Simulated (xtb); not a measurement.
Si(H)3(SeH) (H4SeSi), SMILES [SiH3][SeH]. All values are semi-empirical tight-binding results from xtb (GFN2-xTB unless named), good for trends rather than for accurate numbers. The structure is a stationary point at GFN2-xTB.

Optimised geometry:

Bond lengths (Å): Si1–Se2 2.283, Si1–H3 1.458, Si1–H4 1.454, Si1–H5 1.458, Se2–H6 1.434. Angles (°): Se2–Si1–H3 108.1, Se2–Si1–H4 103.5, Se2–Si1–H5 108.2, H3–Si1–H4 112.8, H3–Si1–H5 111.1, H4–Si1–H5 112.7, Si1–Se2–H6 96.4.

**Question.** Estimate the properties. (An estimate is asked for; the answer gives what the named calculation found.)

**Answer.** 
```
Quantity                                        Value
--------------------------------------  -------------
point group as xtb finds it                        Cs
orbital gap                                   4.36 eV
zero-point energy                       19.2 kcal/mol
G − E(el) at 298.15 K (modified RRHO)    1.9 kcal/mol
static polarisability (D4 model)           58.4 bohr³
solvation energy, GFN2-xTB/ALPB(water)  -2.5 kcal/mol
solvation energy, GFN2-xTB/ALPB(thf)    -3.2 kcal/mol
```

Computed atomic charges and the Wiberg bond orders between heavy atoms:
charges (e) Si1 0.49, Se2 -0.43, H3 -0.07, H4 -0.07, H5 -0.07, H6 0.15. Bond orders Si1–Se2 0.97.
